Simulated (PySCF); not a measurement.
Ground-state electric properties of a mixed set of molecules.

All values: B3LYP/def2-SVPD (PySCF) at PBE0-D3(BJ)/def2-SVP geometries, gas phase, one conformer each. Core orbitals are frozen in the response; Δα² is half the sum of the squared differences of the principal polarisabilities.

Question: Rank by HOMO–LUMO gap, lowest first.
A. `COC[NH2+][BH2-]C1CCC1`
B. `C[CH](C)[Zn][CH](C)C`
C. `C=CC1=C(C)CP(C)C1`
D. `C=CC1=C(C(C)C)P1C`

Answer: D (4.65 eV), C (5.13 eV), B (5.55 eV), A (6.76 eV).

Question: Rank by polarisability anisotropy Δα, highest first.
A. Zn(iPr)2, `C[CH](C)[Zn][CH](C)C`
B. `[CH2:1]=[CH:2][C:3]1=[C:4]([CH:5]([CH3:6])[CH3:7])[P:8]1[CH3:9]` with C1–C2–C3–C4 -177°, C3–C4–C5–C6 0°
C. `[CH3:1][O:2][CH2:3][NH2+:4][BH2-:5][CH:6]1[CH2:7][CH2:8][CH2:9]1` with C1–O2–C3–N4 178°, O2–C3–N4–B5 -179°, C3–N4–B5–C6 176°, N4–B5–C6–C7 -168°, B5–C6–C7–C8 99°, C6–C7–C8–C9 18°, C7–C8–C9–C6 -18°, B5–C6–C9–C8 -96°

Answer: B (7.93 Å³), A (6.66 Å³), C (4.71 Å³).

Question: Rank by HOMO energy, lowest first.
A. `COC[NH2+][BH2-]C1CCC1`
B. `C[CH](C)[Zn][CH](C)C`
C. `C=CC1=C(C)CP(C)C1`

Answer: A (-6.88 eV), C (-6.10 eV), B (-5.96 eV).

All values together:

```json
{"SMILES": "COC[NH2+][BH2-]C1CCC1", "formula": "C6H16BNO", "μ (D)": "5.06", "HOMO (eV)": "-6.88", "LUMO (eV)": "-0.12", "α (Å³)": "15.55", "Δα (Å³)": "4.71", "electrons": "72", "α per electron (Å³)": "0.216", "ΔSCF removal energy (eV)": "8.88"}
{"SMILES": "C=CC1=C(C)CP(C)C1", "formula": "C8H13P", "μ (D)": "1.39", "HOMO (eV)": "-6.10", "LUMO (eV)": "-0.98", "α (Å³)": "18.73", "Δα (Å³)": "8.06", "electrons": "76", "α per electron (Å³)": "0.246", "ΔSCF removal energy (eV)": "7.91"}
{"SMILES": "C[CH](C)[Zn][CH](C)C", "formula": "C6H14Zn", "μ (D)": "0.00", "HOMO (eV)": "-5.96", "LUMO (eV)": "-0.41", "α (Å³)": "15.55", "Δα (Å³)": "6.66", "electrons": "80", "α per electron (Å³)": "0.194", "ΔSCF removal energy (eV)": "–"}
{"SMILES": "C=CC1=C(C(C)C)P1C", "formula": "C8H13P", "μ (D)": "1.74", "HOMO (eV)": "-5.92", "LUMO (eV)": "-1.27", "α (Å³)": "19.22", "Δα (Å³)": "7.93", "electrons": "76", "α per electron (Å³)": "0.253", "ΔSCF removal energy (eV)": "7.78"}
```

Conformers: `[CH3:1][O:2][CH2:3][NH2+:4][BH2-:5][CH:6]1[CH2:7][CH2:8][CH2:9]1` with C1–O2–C3–N4 178°, O2–C3–N4–B5 -179°, C3–N4–B5–C6 176°, N4–B5–C6–C7 -168°, B5–C6–C7–C8 99°, C6–C7–C8–C9 18°, C7–C8–C9–C6 -18°, B5–C6–C9–C8 -96°; `[CH2:1]=[CH:2][C:3]1=[C:4]([CH3:5])[CH2:6][P:7]([CH3:8])[CH2:9]1` with C1–C2–C3–C4 177°, C3–C4–C6–P7 -14°, C4–C6–P7–C8 -80°, C6–P7–C9–C3 -18°, C2–C3–C9–P7 -168°; `[CH2:1]=[CH:2][C:3]1=[C:4]([CH:5]([CH3:6])[CH3:7])[P:8]1[CH3:9]` with C1–C2–C3–C4 -177°, C3–C4–C5–C6 0°.

A dash marks a removal energy that wasn't run or isn't settled.
